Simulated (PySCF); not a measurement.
Polarisability and C₆ of Co⁻ (cobalt, charge -1)

[Ar] 3d8 4s2, high-spin 3F determinant. All numbers are calculated (PySCF 2.14, scalar relativity by spin-free X2C-1e, in x2c-TZVPPall with one added diffuse shell each of s, p, d, f type (7s6p5d3f1g, 80 functions)). Coupled (time-dependent) response in atomic units; α is the mean over directions.

```json
{"method": "wB97X", "mean α (bohr³)": "183.7", "C₆ (like pair)": "2821", "S(−4)": "16470"}
```

S(−4) is the Cauchy moment in α(ω) = α(0) + S(−4) ω² + …

α(iu) at wB97X:

```
u (hartree)  α(iu) (bohr³)
          0          183.7
     0.0500          150.5
      0.100          99.29
      0.200          44.76
      0.300          25.17
      0.500          12.13
      0.750          6.992
       1.00          4.761
       1.50          2.739
       2.00          1.830
       3.00          1.021
       5.00         0.4683
```

A single London oscillator, α(iu) = α/(1 + u²/ω²), gives C₆ = (3/4) ω α². Matching the computed C₆ needs ω = 4 × 2821 / (3 × 183.7²) = 0.111 hartree.

For an ion, C₆ is the dispersion term alone; charge-induced terms of lower order in 1/R come first.
